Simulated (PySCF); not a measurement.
Polarisability and C₆ of In³⁺ (indium, charge +3)

[Kr] 4d10, closed-shell 1S. Calculation: PySCF 2.14, in x2c-QZVPPall with one added diffuse shell each of s, p, d, f type (14s10p8d5f1g, 128 functions); the spin-free X2C one-electron Hamiltonian (Gaussian nucleus). Coupled (time-dependent) response in atomic units; α is the mean over directions.

```json
{"method": "UHF", "mean α (bohr³)": "3.193", "C₆ (like pair)": "13.87", "S(−4)": "1.451"}
{"method": "PBE", "mean α (bohr³)": "3.505", "C₆ (like pair)": "15.41", "S(−4)": "1.977"}
{"method": "PBE0", "mean α (bohr³)": "3.396", "C₆ (like pair)": "14.87", "S(−4)": "1.779"}
```

S(−4) is the Cauchy moment in α(ω) = α(0) + S(−4) ω² + …

α(iu) at PBE0:

```
u (hartree)  α(iu) (bohr³)
          0          3.396
     0.0500          3.391
      0.100          3.378
      0.200          3.327
      0.300          3.247
      0.500          3.030
      0.750          2.712
       1.00          2.400
       1.50          1.869
       2.00          1.469
       3.00         0.9512
       5.00         0.4762
```

A single London oscillator, α(iu) = α/(1 + u²/ω²), gives C₆ = (3/4) ω α². Matching the computed C₆ needs ω = 4 × 14.87 / (3 × 3.396²) = 1.72 hartree.

For an ion, C₆ is the dispersion term alone; charge-induced terms of lower order in 1/R come first.
